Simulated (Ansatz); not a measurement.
# Ligand exchange: CBr2ClF + C3H8Ge → CHBr2Cl + C3H7FGe

Gas-phase species: CBr2ClF (dibromochlorofluoromethane) `FC(Cl)(Br)Br`, singlet; C3H8Ge `C=C[CH2][GeH3]`, singlet; CHBr2Cl (chlorodibromomethane) `ClC(Br)Br`, singlet; C3H7FGe `C=C[CH2][GeH2][F]`, singlet. The partners trade F for H: C–F and Ge–H bonds give way to C–H and Ge–F.

Shapes, held fixed at every level: PBE0-D4/def2-TZVP. Flexible molecules stand in one conformer, not always the lowest. Programs: Ansatz 0.2.0. The zero-point and thermal change to 298 K, harmonic and unscaled (PBE0-D4/def2-TZVP), is +9.6 kJ/mol.

| level | kind | ΔH(298 K) (kJ/mol) | less CCSD(T)/def2-TZVPP |
| --- | --- | --- | --- |
| HF/def2-TZVPP | Hartree–Fock | -160.8 | -17.8 |
| SPW92/def2-TZVPP | LDA | -107.9 | +35.1 |
| PBE-D4/def2-TZVPP | GGA | -123.7 | +19.3 |
| BHLYP-D4/def2-TZVPP | global hybrid | -146.7 | -3.7 |
| r2SCAN0-D4/def2-TZVPP | global hybrid | -136.1 | +6.9 |
| wB97M-V/def2-TZVPP | range-separated hybrid | -135.2 | +7.8 |
| MP2/def2-TZVPP | perturbation theory | -149.8 | -6.8 |
| CCSD(T)/def2-TZVPP | coupled cluster or CI | -143.0 | 0.0 |

The highest level, CCSD(T)/def2-TZVPP, gives ΔH(298 K) = -143.0 kJ/mol; the levels span -160.8 to -107.9. The column of differences is taken from that level and isn't an error. No measured value is set beside it here. Relativity is left out for Br, Ge. Outer-core shells of Br, Ge are correlated, in sets that cover them unevenly.
